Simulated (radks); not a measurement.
Initial-state core-level shifts of neutral terbium when its valence configuration changes from [Xe] 4f9 6s2. Method: non-relativistic Kohn-Sham, PBE, spin-unpolarised, spherical densities, point nucleus; relativity is left out, which matters for an element this heavy; computed with a radial shooting solver on a logarithmic mesh with Libxc functionals. Shifts are changes of the shell-averaged eigenvalues in eV (positive: less bound); the change of the density at the nucleus, which sets a Mossbauer isomer shift, is in e/bohr^3, on a base of 1.956e+05.

valence,2s,3p,5s,5p,density at nucleus
4f9 6s1.5 6p0.5,-0.603,-0.599,-0.610,-0.602,-2.52
4f8 5d1 6s2,-7.965,-8.809,-3.615,-3.031,+10.95
4f10 6s0.5 6p0.5,+7.116,+7.657,+4.403,+3.829,-16.20
4f9 6s1 6p1,-1.180,-1.173,-1.195,-1.177,-5.23
4f8.5 6s2 6p0.5,-5.590,-5.959,-3.543,-3.175,+7.23
4f7 6s2 6p2,-24.749,-26.515,-14.320,-12.760,+32.84
4f8 6s1 6p2,-12.658,-13.446,-8.151,-7.373,+7.68
4f8 6s2 6p1,-11.609,-12.400,-7.118,-6.362,+15.19
